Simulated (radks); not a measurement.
Q: Neutral dysprosium: order these configurations by energy. All-electron calculation, scalar-relativistic Kohn-Sham, r2SCAN, spin-polarised, spherical densities, finite nucleus; meta-GGA in the generalised Kohn-Sham scheme; Fermi nuclear charge, rms radius of each element as measured or else 0.836 A^(1/3) + 0.57 fm. Program: a radial shooting solver on a logarithmic mesh with Libxc functionals. Open shells are filled with parallel spins first. [Xe] 4f10 6s1 6p1; [Xe] 4f10 6s2; [Xe] 4f9 5d1 6s2; [Xe] 4f9 6s2 6p1.

A: From the lowest, in eV above it: [Xe] 4f10 6s2 0.000; [Xe] 4f9 5d1 6s2 1.367; [Xe] 4f10 6s1 6p1 1.826; [Xe] 4f9 6s2 6p1 3.042.
